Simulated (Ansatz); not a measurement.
Ansatz (a quantum-chemistry and plane-wave program) input file for B(H)(Br)(Me) (CH4BBr), SMILES CBBr, PBE0-D3(BJ)/def2-TZVP. 

Ansatz 0.2 input:
```yaml
crystal:
  periodic: [false, false, false]
  atoms:
    - {symbol: B, position_ang: [-0.29317691, -1.12263963, -0.06265885]}
    - {symbol: H, position_ang: [-1.02558661, -1.66267994, -0.80289188]}
    - {symbol: Br, position_ang: [-0.07938656, 0.71915969, -0.25416599]}
    - {symbol: C, position_ang: [0.51077287, -1.91391625, 1.02656745]}
    - {symbol: H, position_ang: [0.91157108, -1.29160063, 1.82521316]}
    - {symbol: H, position_ang: [1.36561225, -2.40264361, 0.55161146]}
    - {symbol: H, position_ang: [-0.07181958, -2.71696936, 1.47576633]}
basis:
  gaussian:
    orbitals: def2-TZVP
hamiltonian:
  xc: pbe0
  dispersion: d3bj
relax: {f_tol: 0.002, max_steps: 200}
```

Program output:

```
WARN ansatz: RAYON_NUM_THREADS=1 ignored (pool sized by the plan → 1); use --threads N
Functional definition: PBE0
integrals: 0.05 GiB planned
938 factors; their error is unknown
mean field: 0.49 GiB planned
mean field evaluation 1: about -71809.6031 eV, gradient 5.0e1 eV
mean field evaluation 2: about -71807.1256 eV, gradient 5.6e1 eV
mean field evaluation 4: about -71815.4227 eV, gradient 3.0e0 eV
mean field evaluation 8: about -71815.4412 eV, gradient 9.5e-2 eV
mean field evaluation 16: about -71815.8689 eV, gradient 4.8e-5 eV
mean field -71815.86893382 eV, -2639.1845047734 hartree, gradient 4.8e-5 eV, S^2 0.000000; 0 other end points of the search recorded, 0 dependent functions left out
the calculation of the forces begins
reference -71815.86896026 eV, -2639.1845057451 hartree; 25, 25 occupied and 109, 109 virtual orbitals, 938 factors
relax step   1: F+E_penalty+E_count = -71815.97114087 eV  Δ(F+E_penalty+E_count) = +0.000e0 eV  max|allowed force component| = 1.001e0 eV/Å  Δτ_max = 0.0000 Å  (26 SCF iters, accepted)
these checks for a lower state are left out or cut short: starts, cluster_reference, orbital_swaps, neighbouring_geometries, increment
integrals: 0.05 GiB planned
938 factors; their error is unknown
mean field: 0.49 GiB planned
mean field -71815.90056623 eV, -2639.1856672430 hartree, gradient 1.8e-5 eV, S^2 0.000000; 0 other end points of the search recorded, 0 dependent functions left out
the calculation of the forces begins
reference -71815.90059268 eV, -2639.1856682151 hartree; 25, 25 occupied and 109, 109 virtual orbitals, 938 factors
relax step   2: F+E_penalty+E_count = -71816.00246962 eV  Δ(F+E_penalty+E_count) = -3.133e-2 eV  max|allowed force component| = 5.068e-1 eV/Å  Δτ_max = 0.0197 Å  (30 SCF iters, accepted)
these checks for a lower state are left out or cut short: starts, cluster_reference, orbital_swaps, neighbouring_geometries, increment
integrals: 0.05 GiB planned
938 factors; their error is unknown
mean field: 0.49 GiB planned
mean field -71815.90812671 eV, -2639.1859450856 hartree, gradient 1.9e-5 eV, S^2 0.000000; 0 other end points of the search recorded, 0 dependent functions left out
the calculation of the forces begins
reference -71815.90815317 eV, -2639.1859460582 hartree; 25, 25 occupied and 109, 109 virtual orbitals, 938 factors
relax step   3: F+E_penalty+E_count = -71816.00990028 eV  Δ(F+E_penalty+E_count) = -7.431e-3 eV  max|allowed force component| = 2.301e-2 eV/Å  Δτ_max = 0.0183 Å  (29 SCF iters, accepted)
these checks for a lower state are left out or cut short: starts, cluster_reference, orbital_swaps, neighbouring_geometries, increment
integrals: 0.05 GiB planned
938 factors; their error is unknown
mean field: 0.49 GiB planned
mean field evaluation 32: about -71815.4793 eV, gradient 7.5e-1 eV
mean field -71815.90837657 eV, -2639.1859542681 hartree, gradient 2.0e-5 eV, S^2 0.000000; 0 other end points of the search recorded, 0 dependent functions left out
the calculation of the forces begins
reference -71815.90840305 eV, -2639.1859552412 hartree; 25, 25 occupied and 109, 109 virtual orbitals, 938 factors
relax step   4: F+E_penalty+E_count = -71816.01009726 eV  Δ(F+E_penalty+E_count) = -1.970e-4 eV  max|allowed force component| = 1.576e-2 eV/Å  Δτ_max = 0.0085 Å  (30 SCF iters, accepted)
these checks for a lower state are left out or cut short: starts, cluster_reference, orbital_swaps, neighbouring_geometries, increment
integrals: 0.05 GiB planned
938 factors; their error is unknown
mean field: 0.49 GiB planned
mean field -71815.90843800 eV, -2639.1859565253 hartree, gradient 2.0e-5 eV, S^2 0.000000; 0 other end points of the search recorded, 0 dependent functions left out
the calculation of the forces begins
reference -71815.90846451 eV, -2639.1859574996 hartree; 25, 25 occupied and 109, 109 virtual orbitals, 938 factors
relax step   5: F+E_penalty+E_count = -71816.01010092 eV  Δ(F+E_penalty+E_count) = -3.663e-6 eV  max|allowed force component| = 5.413e-2 eV/Å  Δτ_max = 0.0249 Å  (30 SCF iters, accepted)
these checks for a lower state are left out or cut short: starts, cluster_reference, orbital_swaps, neighbouring_geometries, increment
integrals: 0.05 GiB planned
938 factors; their error is unknown
mean field: 0.49 GiB planned
mean field -71815.90930423 eV, -2639.1859883587 hartree, gradient 1.9e-5 eV, S^2 0.000000; 0 other end points of the search recorded, 0 dependent functions left out
the calculation of the forces begins
reference -71815.90933077 eV, -2639.1859893340 hartree; 25, 25 occupied and 109, 109 virtual orbitals, 938 factors
relax step   6: F+E_penalty+E_count = -71816.01093825 eV  Δ(F+E_penalty+E_count) = -8.373e-4 eV  max|allowed force component| = 4.246e-2 eV/Å  Δτ_max = 0.0397 Å  (28 SCF iters, accepted)
these checks for a lower state are left out or cut short: starts, cluster_reference, orbital_swaps, neighbouring_geometries, increment
integrals: 0.05 GiB planned
938 factors; their error is unknown
mean field: 0.49 GiB planned
mean field -71815.90971559 eV, -2639.1860034761 hartree, gradient 1.8e-5 eV, S^2 0.000000; 0 other end points of the search recorded, 0 dependent functions left out
the calculation of the forces begins
reference -71815.90974218 eV, -2639.1860044531 hartree; 25, 25 occupied and 109, 109 virtual orbitals, 938 factors
relax step   7: F+E_penalty+E_count = -71816.01127215 eV  Δ(F+E_penalty+E_count) = -3.339e-4 eV  max|allowed force component| = 3.657e-2 eV/Å  Δτ_max = 0.0514 Å  (28 SCF iters, accepted)
these checks for a lower state are left out or cut short: starts, cluster_reference, orbital_swaps, neighbouring_geometries, increment
integrals: 0.05 GiB planned
938 factors; their error is unknown
mean field: 0.49 GiB planned
mean field evaluation 64: about -71815.9098 eV, gradient 2.9e-3 eV
mean field -71815.90984696 eV, -2639.1860083037 hartree, gradient 2.0e-5 eV, S^2 0.000000; 0 other end points of the search recorded, 0 dependent functions left out
the calculation of the forces begins
reference -71815.90987355 eV, -2639.1860092807 hartree; 25, 25 occupied and 109, 109 virtual orbitals, 938 factors
relax step   8: F+E_penalty+E_count = -71816.01140692 eV  Δ(F+E_penalty+E_count) = -1.348e-4 eV  max|allowed force component| = 2.683e-2 eV/Å  Δτ_max = 0.0077 Å  (31 SCF iters, accepted)
these checks for a lower state are left out or cut short: starts, cluster_reference, orbital_swaps, neighbouring_geometries, increment
integrals: 0.05 GiB planned
938 factors; their error is unknown
mean field: 0.49 GiB planned
mean field -71815.90999708 eV, -2639.1860138206 hartree, gradient 1.9e-5 eV, S^2 0.000000; 0 other end points of the search recorded, 0 dependent functions left out
the calculation of the forces begins
reference -71815.91002367 eV, -2639.1860147977 hartree; 25, 25 occupied and 109, 109 virtual orbitals, 938 factors
relax step   9: F+E_penalty+E_count = -71816.01155357 eV  Δ(F+E_penalty+E_count) = -1.467e-4 eV  max|allowed force component| = 1.801e-2 eV/Å  Δτ_max = 0.0180 Å  (30 SCF iters, accepted)
these checks for a lower state are left out or cut short: starts, cluster_reference, orbital_swaps, neighbouring_geometries, increment
integrals: 0.05 GiB planned
938 factors; their error is unknown
mean field: 0.49 GiB planned
mean field -71815.91009313 eV, -2639.1860173504 hartree, gradient 1.9e-5 eV, S^2 0.000000; 0 other end points of the search recorded, 0 dependent functions left out
the calculation of the forces begins
reference -71815.91011972 eV, -2639.1860183275 hartree; 25, 25 occupied and 109, 109 virtual orbitals, 938 factors
relax step  10: F+E_penalty+E_count = -71816.01163880 eV  Δ(F+E_penalty+E_count) = -8.523e-5 eV  max|allowed force component| = 2.119e-2 eV/Å  Δτ_max = 0.0221 Å  (30 SCF iters, accepted)
these checks for a lower state are left out or cut short: starts, cluster_reference, orbital_swaps, neighbouring_geometries, increment
integrals: 0.05 GiB planned
938 factors; their error is unknown
mean field: 0.49 GiB planned
mean field -71815.91015544 eV, -2639.1860196403 hartree, gradient 1.9e-5 eV, S^2 0.000000; 0 other end points of the search recorded, 0 dependent functions left out
the calculation of the forces begins
reference -71815.91018203 eV, -2639.1860206172 hartree; 25, 25 occupied and 109, 109 virtual orbitals, 938 factors
relax step  11: F+E_penalty+E_count = -71816.01169617 eV  Δ(F+E_penalty+E_count) = -5.737e-5 eV  max|allowed force component| = 2.157e-2 eV/Å  Δτ_max = 0.0223 Å  (30 SCF iters, accepted)
these checks for a lower state are left out or cut short: starts, cluster_reference, orbital_swaps, neighbouring_geometries, increment
integrals: 0.05 GiB planned
938 factors; their error is unknown
mean field: 0.49 GiB planned
mean field -71815.91017600 eV, -2639.1860203959 hartree, gradient 1.9e-5 eV, S^2 0.000000; 0 other end points of the search recorded, 0 dependent functions left out
the calculation of the forces begins
reference -71815.91020258 eV, -2639.1860213726 hartree; 25, 25 occupied and 109, 109 virtual orbitals, 938 factors
relax step  12: F+E_penalty+E_count = -71816.01171241 eV  Δ(F+E_penalty+E_count) = -1.624e-5 eV  max|allowed force component| = 1.572e-2 eV/Å  Δτ_max = 0.0144 Å  (30 SCF iters, accepted)
these checks for a lower state are left out or cut short: starts, cluster_reference, orbital_swaps, neighbouring_geometries, increment
integrals: 0.05 GiB planned
938 factors; their error is unknown
mean field: 0.49 GiB planned
mean field evaluation 96: about -71815.4816 eV, gradient 2.6e-3 eV
mean field -71815.91017644 eV, -2639.1860204118 hartree, gradient 1.9e-5 eV, S^2 0.000000; 0 other end points of the search recorded, 0 dependent functions left out
the calculation of the forces begins
reference -71815.91020300 eV, -2639.1860213880 hartree; 25, 25 occupied and 109, 109 virtual orbitals, 938 factors
relax step  13: F+E_penalty+E_count = -71816.01171503 eV  Δ(F+E_penalty+E_count) = -2.618e-6 eV  max|allowed force component| = 1.688e-2 eV/Å  Δτ_max = 0.0139 Å  (30 SCF iters, accepted)
these checks for a lower state are left out or cut short: starts, cluster_reference, orbital_swaps, neighbouring_geometries, increment
integrals: 0.05 GiB planned
938 factors; their error is unknown
mean field: 0.49 GiB planned
mean field -71815.91018647 eV, -2639.1860207803 hartree, gradient 1.9e-5 eV, S^2 0.000000; 0 other end points of the search recorded, 0 dependent functions left out
the calculation of the forces begins
reference -71815.91021303 eV, -2639.1860217567 hartree; 25, 25 occupied and 109, 109 virtual orbitals, 938 factors
relax step  14: F+E_penalty+E_count = -71816.01172674 eV  Δ(F+E_penalty+E_count) = -1.171e-5 eV  max|allowed force component| = 4.376e-3 eV/Å  Δτ_max = 0.0052 Å  (31 SCF iters, accepted)
these checks for a lower state are left out or cut short: starts, cluster_reference, orbital_swaps, neighbouring_geometries, increment
integrals: 0.05 GiB planned
938 factors; their error is unknown
mean field: 0.49 GiB planned
mean field -71815.91018659 eV, -2639.1860207848 hartree, gradient 1.9e-5 eV, S^2 0.000000; 0 other end points of the search recorded, 0 dependent functions left out
the calculation of the forces begins
reference -71815.91021316 eV, -2639.1860217612 hartree; 25, 25 occupied and 109, 109 virtual orbitals, 938 factors
relax step  15: F+E_penalty+E_count = -71816.01172717 eV  Δ(F+E_penalty+E_count) = -4.256e-7 eV  max|allowed force component| = 2.838e-3 eV/Å  Δτ_max = 0.0003 Å  (31 SCF iters, accepted)
these checks for a lower state are left out or cut short: starts, cluster_reference, orbital_swaps, neighbouring_geometries, increment
integrals: 0.05 GiB planned
938 factors; their error is unknown
mean field: 0.49 GiB planned
mean field -71815.91018676 eV, -2639.1860207912 hartree, gradient 1.9e-5 eV, S^2 0.000000; 0 other end points of the search recorded, 0 dependent functions left out
the calculation of the forces begins
reference -71815.91021333 eV, -2639.1860217676 hartree; 25, 25 occupied and 109, 109 virtual orbitals, 938 factors
relax step  16: F+E_penalty+E_count = -71816.01172745 eV  Δ(F+E_penalty+E_count) = -2.807e-7 eV  max|allowed force component| = 9.097e-4 eV/Å  Δτ_max = 0.0008 Å  (31 SCF iters, accepted)
integrals: 0.05 GiB planned
938 factors; their error is unknown
mean field: 0.49 GiB planned
mean field evaluation 128: about -71815.9102 eV, gradient 1.9e-5 eV
mean field -71815.91018676 eV, -2639.1860207912 hartree, gradient 1.9e-5 eV, S^2 0.000000; 1 other end points of the search recorded, 0 dependent functions left out
the calculation of the forces begins
reference -71815.91021333 eV, -2639.1860217676 hartree; 25, 25 occupied and 109, 109 virtual orbitals, 938 factors
Total energy: -71816.01175402 eV, -2639.1897533190 hartree
Atom 0 at    -0.242266    -1.140931    -0.067246 Å, force    -0.000174     0.000910    -0.000530 eV/Å
Atom 1 at    -0.865172    -1.686252    -0.925602 Å, force    -0.000072     0.000184    -0.000009 eV/Å
Atom 2 at    -0.269949     0.769334    -0.135547 Å, force    -0.000098    -0.000652    -0.000061 eV/Å
Atom 3 at     0.536192    -1.905751     1.027782 Å, force     0.000373    -0.000434     0.000511 eV/Å
Atom 4 at     1.060654    -1.279376     1.748521 Å, force    -0.000038    -0.000006     0.000020 eV/Å
Atom 5 at     1.255462    -2.581597     0.548420 Å, force     0.000007     0.000001    -0.000015 eV/Å
Atom 6 at    -0.156934    -2.566717     1.563113 Å, force     0.000003    -0.000002     0.000084 eV/Å
Dipole moment:     0.075085    -0.276767     0.108739 e Å
```

Self-consistency was reached.

Cost: roughly 70 core-seconds.
